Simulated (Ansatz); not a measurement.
Calculated with Ansatz (gas phase, PBE0-D4/def2-TZVP geometries, no zero-point term in ΔE). CCSD(T)/CBS adds triple-zeta CCSD(T) − MP2 to the extrapolated MP2 energy (def2 sets, frozen cores). DFT in def2-TZVPP. B3LYP here is the variant with VWN-RPA as its local correlation; programs differ in this. HSE06 is defined as in plane-wave codes. Each species was taken in one conformer, which may not be the lowest.

Consider the redistribution: `CC[Si]CC` + `[SiH3][O][AlH][O][SiH3]` → `CC[Si]O[SiH3]` + `C[CH2][AlH][O][SiH3]`.

Is it downhill or uphill in electronic energy at CCSD(T)/CBS, and by how much? (Estimate.)

The calculation gave: Uphill: ΔE = +0.17 eV.

What do these levels give: PBE, r2SCAN, B3LYP, HSE06, LC-ωPBE, MP2/def2-QZVPP? (Estimate.)

Ansatz gave: PBE 0.09, r2SCAN 0.15, B3LYP 0.12, HSE06 0.13, LC-ωPBE 0.15, MP2/def2-QZVPP 0.19 eV.

Largest T1 diagnostic among the species: 0.013.

At CCSD(T), def2-SVP lies +0.06 eV from the extrapolated value and def2-TZVPP +0.01 eV. Leaving LDA and LC-ωPBE aside and taking each functional with its dispersion term where it has one, the values, not all of them listed here, spread over 0.12 eV, from BLYP-D4 to PBE-QIDH. From PBE to PBE0 (25 % exact exchange), in def2-TZVPP and without D4, ΔE moves by +0.04 eV.
